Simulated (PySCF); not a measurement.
Al(Cl)2(NH3) (AlCl2H3N), SMILES [NH3]->[Al]([Cl])[Cl] (connectivity only; charge and spin as stated), neutral, multiplicity 2.

Coordinates come from a PBE0-D3(BJ)/def2-SVP optimisation. The geometry has at least one imaginary mode, so it is a saddle point at that level. The multiplicity is an assumed one; other spin states were not compared. The isomer is the one that the SMILES or the coordinates give; other isomers of the formula were not compared.

These are IEF-PCM-ωB97X/def2-SVP in PySCF 2.14.0 values and carry that method's errors.

The values are the electrostatic part of the solvation free energy, E(continuum) − E(gas) at the gas-phase geometry, in a cavity of scaled van der Waals radii (PySCF's table); cavitation and dispersion terms are not included. A continuum can't describe solvent molecules that bind to the metal. The dipole moment in vacuum is 6.27 D.

Computed values in water (ε = 78.36), 1-octanol (ε = 9.86), acetone (ε = 20.49):
```tsv
solvent	ε	ΔG(elec) (kcal/mol)	dipole (D)
water	78.36	-15.3	7.86
1-octanol	9.86	-13.3	7.63
acetone	20.49	-14.5	7.76
```
